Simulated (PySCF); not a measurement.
Br2FGa.

```xyz
4

Ga     0.0000     0.0000    -0.5309
F      0.0000     0.0000    -2.2711
Br     0.0000    -1.9781     0.5271
Br     0.0000     1.9781     0.5271
```
Charge 0, spin multiplicity 1.

Coordinates come from a ωB97X-D3(BJ)/def2-SVP optimisation. The structure was generated by enumeration; whether it is a known compound was not checked.

These are B3LYP/pcSseg-1 (PySCF) values and carry that method's errors. Non-relativistic, no solvent.

Computed absolute GIAO shielding of each atom: isotropic value and principal components (ppm):
```tsv
atom	σ(iso)	σ11	σ22	σ33	span
Ga1	1387.0	1128.1	1362.5	1670.3	542.2
F2	256.7	129.5	274.9	365.8	236.3
Br3	2455.0	2108.4	2322.7	2933.9	825.5
Br4	2455.0	2108.4	2322.7	2933.9	825.5
```
